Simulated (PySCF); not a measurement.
CH₇NOSi. Atoms are numbered in the order given.

```xyz
11

C     -1.5584    -0.7170    -0.3158
Si     0.0275     0.2824    -0.2418
N      1.3321    -0.8536    -0.3483
O      0.1801     1.1765     1.1642
H     -1.5719    -1.5086     0.4518
H     -1.6821    -1.1968    -1.3012
H     -2.4316    -0.0666    -0.1483
H      0.0175     1.3366    -1.2939
H      2.2902    -0.5457    -0.4839
H      1.1821    -1.7652    -0.7686
H      0.3954     0.6583     1.9494
```
Charge 0, spin multiplicity 1.

Geometry: B3LYP-D3(BJ)/def2-SVP. The structure was generated by enumeration; whether it is a known compound was not checked. Other conformers were not sampled.

All values below come from PBE/def2-TZVP (PySCF).

Gas-phase values at a fixed geometry.

Computed frontier levels, gap, dipole moment and polarisability:
| Property | Value |
|---|---|
| highest occupied level | -6.01 eV |
| lowest empty level | 0.00 eV |
| orbital gap | 6.01 eV |
| dipole moment | 2.17 D |
| quadrupole, principal values (traceless, Buckingham form, about the centre of nuclear charge) | -4.70, 1.28, 3.42 D·Å |
| mean static polarisability | 50.7 bohr³ (7.52 Å³) |
| polarisability, principal values | 47.7, 50.6, 53.8 bohr³ |
